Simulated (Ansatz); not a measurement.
Ansatz (a program for electronic structure) input (B3LYP-D3(BJ)/def2-TZVP):

Ansatz 0.2 input:
```yaml
crystal:
  periodic: [false, false, false]
  atoms:
    - {symbol: Ta, position_ang: [0.11608780, -0.09413614, 0.11378405]}
    - {symbol: O, position_ang: [0.50721003, 0.63472421, -1.40720343]}
    - {symbol: O, position_ang: [-1.56651118, 0.22426804, 0.36892397]}
basis:
  gaussian:
    orbitals: def2-TZVP
hamiltonian:
  xc: b3lyp
  dispersion: d3bj
magnetization: {spin_polarized: true, initial_magnetization: 1}
phonons: {temperatures: {t_min: 298.15, t_max: 298.15, t_step: 100}}
```

Output:

```
Functional definition: B3LYP
integrals: 0.03 GiB planned
676 factors; their error is unknown
mean field: 0.35 GiB planned
mean field evaluation 1: about -5628.1267 eV, gradient 7.6e1 eV
mean field evaluation 2: about -5252.3990 eV, gradient 2.5e2 eV
mean field evaluation 4: about -5648.5489 eV, gradient 9.0e0 eV
mean field evaluation 8: about -5648.9218 eV, gradient 6.2e-2 eV
mean field evaluation 16: about -5648.9298 eV, gradient 2.3e-4 eV
mean field -5648.92982317 eV, -207.5943420193 hartree, gradient 1.6e-5 eV, S^2 0.755765; 0 other end points of the search recorded, 0 dependent functions left out
the calculation of the forces begins
reference -5648.93003381 eV, -207.5943497601 hartree; 15, 14 occupied and 87, 88 virtual orbitals, 676 factors
these checks for a lower state are left out or cut short: stability, starts, cluster_reference, orbital_swaps, neighbouring_geometries, increment
integrals: 0.03 GiB planned
676 factors; their error is unknown
mean field: 0.35 GiB planned
mean field -5648.92970875 eV, -207.5943378144 hartree, gradient 2.6e-6 eV, S^2 0.755792; 0 other end points of the search recorded, 0 dependent functions left out
the calculation of the forces begins
reference -5648.92991935 eV, -207.5943455538 hartree; 15, 14 occupied and 87, 88 virtual orbitals, 676 factors
these checks for a lower state are left out or cut short: stability, starts, cluster_reference, orbital_swaps, neighbouring_geometries, increment
integrals: 0.03 GiB planned
676 factors; their error is unknown
mean field: 0.35 GiB planned
mean field evaluation 32: about -5648.9297 eV, gradient 1.5e-5 eV
mean field -5648.92970668 eV, -207.5943377383 hartree, gradient 1.8e-6 eV, S^2 0.755739; 0 other end points of the search recorded, 0 dependent functions left out
the calculation of the forces begins
reference -5648.92991735 eV, -207.5943454805 hartree; 15, 14 occupied and 87, 88 virtual orbitals, 676 factors
these checks for a lower state are left out or cut short: stability, starts, cluster_reference, orbital_swaps, neighbouring_geometries, increment
integrals: 0.03 GiB planned
676 factors; their error is unknown
mean field: 0.35 GiB planned
mean field -5648.92968168 eV, -207.5943368197 hartree, gradient 2.3e-6 eV, S^2 0.755802; 0 other end points of the search recorded, 0 dependent functions left out
the calculation of the forces begins
reference -5648.92989228 eV, -207.5943445591 hartree; 15, 14 occupied and 87, 88 virtual orbitals, 676 factors
these checks for a lower state are left out or cut short: stability, starts, cluster_reference, orbital_swaps, neighbouring_geometries, increment
integrals: 0.03 GiB planned
676 factors; their error is unknown
mean field: 0.35 GiB planned
mean field -5648.92966111 eV, -207.5943360636 hartree, gradient 1.5e-6 eV, S^2 0.755729; 0 other end points of the search recorded, 0 dependent functions left out
the calculation of the forces begins
reference -5648.92987178 eV, -207.5943438059 hartree; 15, 14 occupied and 87, 88 virtual orbitals, 676 factors
these checks for a lower state are left out or cut short: stability, starts, cluster_reference, orbital_swaps, neighbouring_geometries, increment
integrals: 0.03 GiB planned
676 factors; their error is unknown
mean field: 0.35 GiB planned
mean field -5648.92982264 eV, -207.5943419999 hartree, gradient 2.0e-6 eV, S^2 0.755771; 0 other end points of the search recorded, 0 dependent functions left out
the calculation of the forces begins
reference -5648.93003328 eV, -207.5943497408 hartree; 15, 14 occupied and 87, 88 virtual orbitals, 676 factors
these checks for a lower state are left out or cut short: stability, starts, cluster_reference, orbital_swaps, neighbouring_geometries, increment
integrals: 0.03 GiB planned
676 factors; their error is unknown
mean field: 0.35 GiB planned
mean field evaluation 64: about -5648.9298 eV, gradient 1.4e-5 eV
mean field -5648.92980748 eV, -207.5943414427 hartree, gradient 2.0e-6 eV, S^2 0.755759; 0 other end points of the search recorded, 0 dependent functions left out
the calculation of the forces begins
reference -5648.93001811 eV, -207.5943491834 hartree; 15, 14 occupied and 87, 88 virtual orbitals, 676 factors
Total energy: -5649.01649917 eV, -207.5975273037 hartree
Atom 0 at     0.116088    -0.094136     0.113784 Å, force    -0.000003     0.000003    -0.000003 eV/Å
Atom 1 at     0.507210     0.634724    -1.407203 Å, force    -0.000003    -0.000002     0.000005 eV/Å
Atom 2 at    -1.566511     0.224268     0.368924 Å, force     0.000006    -0.000000    -0.000002 eV/Å
Dipole moment:     0.706542    -0.572938     0.692521 e Å
Vibrations: 337.26 936.63 1001.68 cm⁻¹, zero-point energy 0.141067 eV
```

The spin state was set by rule; other spins were not relaxed.
